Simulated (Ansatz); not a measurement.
Consider the atomization: `CC([SiH3])BCl` → B• + 2 C• + Cl• + 8 H• + Si•.

Isolated molecules relaxed with PBE0-D4/def2-TZVP in Ansatz; ΔE leaves out vibrations. CCSD(T)/CBS is the MP2 limit (def2-TZVPP, def2-QZVPP) plus CCSD(T) − MP2 in def2-TZVPP, frozen cores. This one scheme is used for every species, atoms too. Functionals use def2-TZVPP. Open shells (•) are unrestricted, without spin–orbit coupling. Spin–orbit coupling would lower the free atoms: a little for B, C, Cl, Si. One conformer a species, not always the lowest.

CCSD(T)/CBS gives +4645.2 kJ/mol.

Question: Another level gave +4699.0 kJ/mol. Which?
A. r2SCAN-D4/def2-TZVPP
B. r2SCAN/def2-TZVPP
C. PBE-D4/def2-TZVPP
D. CCSD(T)/def2-TZVPP

Answer: C. PBE-D4 4699.0, CCSD(T)/def2-TZVPP 4546.6, r2SCAN 4667.7, r2SCAN-D4 4675.3 kJ/mol.

Largest T1 diagnostic among the species: 0.014.

The D4 term adds +48.2 kJ/mol with B3LYP and +25.5 kJ/mol with PBE0; it sums over pairs of atoms, weighted by their polarisabilities, and B3LYP, whose exchange is more repulsive, gets the larger term. In def2-TZVPP, CCSD(T) changes the Hartree–Fock value by +956.4 kJ/mol (the triples alone add +53.1 kJ/mol) and MP2 by +1000.1 kJ/mol; breaking electron pairs costs correlation energy, which Hartree–Fock lacks.

B3LYP here is the variant with VWN-RPA as its local correlation; programs differ in this.

For atomizations the MP2-based limit and the directly extrapolated one differ by several kJ/mol either way, and by 10 to 25 for some Ge, Se and Sn compounds, so smaller differences from it don't rank the levels.
